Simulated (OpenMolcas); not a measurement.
Au5+: moving or changing the point charges

Au5+ among 6 point charges of -1.7 e arranged as a trigonal antiprism (D3d), 1.84 Å from the ion, with a polar angle of 61.9° against the regular 54.74°.

- Program: OpenMolcas
- Method: SS-CASPT2, IPEA 0.25 Eh, imaginary shift 0.1 Eh (closed shells correlated: 5s 5p)
- Basis: ANO-RCC-VTZP [8s7p5d3f1g]
- Scalar Hamiltonian: DKH2, point nucleus
- Active space: 6 electrons in 5 orbitals (5d)
- State averaging: 2S+1 = 5 even, 5 roots; 2S+1 = 3 even, 45 roots; 2S+1 = 1 even, 50 roots
- Spin-orbit coupling: RASSI with atomic mean-field integrals over the reference wave functions

Runs around this geometry, states (labels of D3, the rotations of D3d). Energies in cm-1 above the lowest state or level, χT in cm3 K/mol.

```csv
R (Å),q (e),Polar angle / regular,Ground state,First state of that spin,First gap with spin-orbit (degeneracies),χT at 300 K,First state of another spin
1.84,-0.85,1.13,5A1,5E 1680,"240 (1, 2)",4.218,3A2 18370
1.74,-1.7,1.13,5A1,5E 4800,"1040 (1, 2)",1.596,3A2 13300
1.84,-1.7,1.13,5A1,5E 3950,"650 (1, 2)",2.611,3A2 15480
1.96,-1.7,1.13,5A1,5E 3160,"450 (1, 2)",3.407,3A2 17240
1.84,-1.7,1.22,5A1,5E 5300,"920 (1, 2)",1.956,3A2 15480
```

Taking the first state of the same spin as R^-n, n = -ln(3160 / 4800) / ln(1.96 / 1.74) = 3.5 between the shortest and longest distance.

Scaling the charges by -0.85 / -1.7 = 0.50 scales the first state of the same spin by 1680 / 3950 = 0.43; with fixed orbitals a first-order splitting would follow the charge.

Roots that are degenerate in the reference are averaged as groups; the widest CASPT2 spread within a group is 96 cm-1 (the 2-fold group of multiplicity 1 near 35500 cm-1 above the lowest state of its run, R = 1.84, q = -0.85, ratio = 1.13). Shifts and gaps below about the spread of the groups concerned are not significant. Point charges give a weaker field than real ligands, and real ions of this kind are as a rule low spin; the high spin found here belongs to the model. Free-ion shares, where given, are those of the reference states; single-state CASPT2 does not remix them. Spin-orbit coupling mixes the spin-free states strongly: the lowest level takes only 49 % from its leading state, 5A1 (figures for R = 1.84, q = -0.85, ratio = 1.13; the like holds for R = 1.74, q = -1.7, ratio = 1.13, R = 1.84, q = -1.7, ratio = 1.13, R = 1.96, q = -1.7, ratio = 1.13, R = 1.84, q = -1.7, ratio = 1.22). This shell can be high or low spin here, a state of another spin lies low, and with metal d orbitals alone active their balance is uncertain, so the ground spin may be wrong (holds for R = 1.74, q = -1.7, ratio = 1.13). Point charges carry no covalency, so the field is a model and not that of real ligands. No measured value stands beside these numbers.
